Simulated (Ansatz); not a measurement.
Computed with Ansatz on PBE0-D4/def2-TZVP structures; ΔE is electronic, products minus reactants. CCSD(T)/CBS is the MP2 limit (def2-TZVPP, def2-QZVPP) plus CCSD(T) − MP2 in def2-TZVPP, frozen cores. This one scheme is used for every species. DFT in def2-TZVPP. B3LYP here is the variant with VWN-RPA as its local correlation; programs differ in this. HSE06 is defined as in plane-wave codes. def2 core potentials past Kr. For Hf, I outer-core shells are correlated without core-valence functions, which leaves a few kJ/mol of doubt a bond. One conformer a species, not always the lowest.

Reaction (ligand exchange at the Hf–I bond): `C[N](C)[Hf]([F])([Cl])[I]` + HCl → `C[N](C)[Hf]([F])([Cl])[Cl]` + HI

| level | ΔE (kcal/mol) | difference from CCSD(T)/CBS |
| --- | --- | --- |
| LDA (SPW92) | -2.2 | -1.2 |
| BLYP-D4 | -3.7 | -2.7 |
| r2SCAN-D4 | -2.6 | -1.6 |
| B3LYP-D4 | -3.0 | -2.0 |
| ωB97M-V | -2.7 | -1.7 |
| revPBE | -3.1 | -2.1 |
| r2SCAN | -2.7 | -1.7 |
| HSE06 | -2.2 | -1.2 |
| RPA@PBE/def2-TZVPP | -1.7 | -0.7 |
| MP2/CBS(def2) | 0.9 | 1.9 |
| CCSD(T)/CBS | -1.0 | 0 |

Largest T1 diagnostic among the species: 0.014.

In def2-TZVPP, CCSD(T) changes the Hartree–Fock value by +1.9 kcal/mol (the triples alone add +0.5 kcal/mol) and MP2 by +3.8 kcal/mol. Leaving LDA and LC-ωPBE aside and taking each functional with its dispersion term where it has one, the values, not all of them listed here, spread over 3.9 kcal/mol, from B97M-V to PBE-QIDH. The D4 term adds +0.8 kcal/mol with B3LYP and +0.5 kcal/mol with PBE0; it sums over pairs of atoms, weighted by their polarisabilities, and B3LYP, whose exchange is more repulsive, gets the larger term.
